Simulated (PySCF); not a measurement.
Species: C₇H₈O₃.
Z-matrix (Å and degrees, PBE0-D3(BJ)/def2-SVP geometry), rows numbered from 1:
```
C 
C   1  1.4987
O   2  1.2028  1  125.85
O   2  1.3438  1  111.07  3   179.68
C   4  1.4296  2  116.62  1  -177.98
C   5  1.5075  4  112.17  2   -78.01
C   6  1.3394  5  112.37  4  -125.03
C   7  1.4832  6  110.14  5     1.66
O   8  1.2044  7  127.11  6  -176.40
C   5  1.5220  4  109.66  2   166.20
H   1  1.0953  2  109.66  3     6.32
H   1  1.0991  2  110.14  3   128.20
H   1  1.1003  2  109.47  3  -114.22
H   5  1.1028  4  108.04  2    42.34
H   6  1.0920  5  120.85  4    56.78
H   7  1.0909  6  127.30  5  -177.88
H  10  1.1007  5  109.87  4    11.48
H  10  1.0988  5  114.57  4  -109.73
```

All values: PBE0/pcSseg-1 (PySCF, non-relativistic), on one gas-phase PBE0-D3(BJ)/def2-SVP geometry that isn't relaxed in the solvent. The solvent is an IEF-PCM continuum (cavity from Bondi-type radii × 1.2). The model holds no explicit solvent molecules, cavitation or dispersion.

```tsv
run	E − E(gas) (kJ/mol)	HOMO (eV)	HOMO–LUMO gap (eV)	dipole (D)
gas	0.00	-7.42	5.69	2.80
P	-15.45	-7.46	5.77	3.11
Q	-38.10	-7.54	5.89	3.57
```

The runs were made in cyclohexane and water. Which run belongs to which solvent?

P = cyclohexane, Q = water. The dielectric constants are 2.017 (cyclohexane), 78.36 (water), and the energy falls further as ε rises. In this model the ground state sees the solvent through ε alone.

How constant is the ratio of the lowering to (ε − 1)/(2ε + 1)?

```
    solvent  (ε − 1)/(2ε + 1)  E − E(gas) (kJ/mol)  ratio (kJ/mol)  polarisation term (kJ/mol)
cyclohexane             0.202               -15.45           -76.5                      -16.36
      water             0.490               -38.10           -77.7                      -43.76
```

The ratio changes by +1.5 % in size from cyclohexane to water. The polarisation term is half the interaction of the solute with the induced surface charges.
